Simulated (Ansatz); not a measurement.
A single point on C₂H₅NSiZn.

```yaml
crystal:
  periodic: [false, false, false]
  atoms:
    - {symbol: C, position_ang: [-0.898071, -1.387177, 1.467477]}
    - {symbol: N, position_ang: [-0.772839, -0.734201, 0.379233]}
    - {symbol: C, position_ang: [0.062018, 0.352304, 0.328571]}
    - {symbol: Si, position_ang: [0.290896, 1.206740, -1.170031]}
    - {symbol: Zn, position_ang: [2.258231, -0.239382, -2.641818]}
    - {symbol: H, position_ang: [-0.361235, -1.117160, 2.385773]}
    - {symbol: H, position_ang: [-1.567255, -2.242896, 1.499111]}
    - {symbol: H, position_ang: [0.680354, 0.587969, 1.203744]}
    - {symbol: H, position_ang: [1.062398, 2.470987, -1.166554]}
    - {symbol: H, position_ang: [-0.671395, 1.051614, -2.282506]}
basis:
  gaussian: {orbitals: def2-QZVPP}
correlation: {method: mp2, frozen_orbitals: {C: 1, H: 0, "N": 1, Si: 5, Zn: 9}}
```

```sh
$ ansatz run in.yaml --threads 2 --pin off --events-out ev --progress --plain --max-ram 32768MiB --backend cuda --devices 0, --max-vram 18GiB
```

Output, abridged:

```
Functional definition: HF
3032 factors; integrals over basis functions are off by at most 9.8e-4 eV
mean field evaluation 1: about -59855.4269 eV, gradient 3.9e1 eV
mean field evaluation 2: about -59855.5829 eV, gradient 3.9e1 eV
mean field evaluation 4: about -59860.5742 eV, gradient 5.4e0 eV
mean field evaluation 8: about -59860.7130 eV, gradient 9.0e-1 eV
mean field evaluation 16: about -59860.7180 eV, gradient 1.5e-6 eV
mean field -59860.71798017 eV, -2199.8408107193 hartree, gradient 1.6e-6 eV, S^2 0.000000; 2 other end points of the search recorded, 0 dependent functions left out; unrestricted orbitals would lower it
17 core orbitals not correlated: weight in the atoms' cores, before any rotation towards them, 1.000 or more for the frozen orbitals, at most 0.000 for the correlated occupied ones
reference -59860.71798017 eV, -2199.8408107193 hartree; 17, 17 occupied and 457, 457 virtual orbitals, 3032 factors
second order -33.50399392 eV of doubles, -0.00000000 eV of singles
Total energy: -59894.22197410 eV, -2201.0720597862 hartree
```

Hardware: 2 threads of an AMD EPYC 7R13 on a shared host and a share of an NVIDIA H100 80 GB. Wall time 8.5 s, peak host memory 1.1 GiB.
